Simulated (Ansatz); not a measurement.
C3H12ClNOSiTi, SMILES `C[N](C)[Ti]([CH3])([Cl])[O][SiH3]`. Total charge 0; spin multiplicity 1. Correlated methods include outer-core shells of Ti, which these sets cover unevenly. Scalar relativity is left out up to krypton.

```xyz
20

C    -0.4729    1.1736   -2.2102
N     0.0426    0.9085   -0.8870
C     0.3990    2.0922   -0.1486
Ti    0.1335   -0.8633   -0.3537
C    -1.8496   -1.4001   -0.1357
Cl    0.9965   -2.1942   -1.9244
O     0.8648   -0.9566    1.2704
Si    1.5576   -1.2453    2.7285
H    -0.7134    0.2422   -2.7306
H     0.2649    1.7097   -2.8211
H    -1.3875    1.7789   -2.1626
H     1.1723    2.6671   -0.6752
H     0.7818    1.8282    0.8379
H    -0.4712    2.7489   -0.0155
H    -2.3216   -0.8044    0.6507
H    -2.3958   -1.2498   -1.0720
H    -1.8982   -2.4599    0.1363
H     2.7694   -2.0857    2.5563
H     1.9396    0.0524    3.3449
H     0.5882   -1.9426    3.6116
```

(1) Give the diagnostics of a CCSD(T)/def2-TZVPP run (frozen core, Ansatz). (Estimate.)

## Answers

(1) The calculation gave: T1 = 0.0212, largest single amplitude 0.074, largest double 0.030, (T) share of the correlation energy 4.7 %, 14 CCSD cycles. The RHF solution is stable towards an unrestricted one. T1 lies over the customary mark of 0.02 for closed shells; compounds of d metals often pass it without a breakdown.
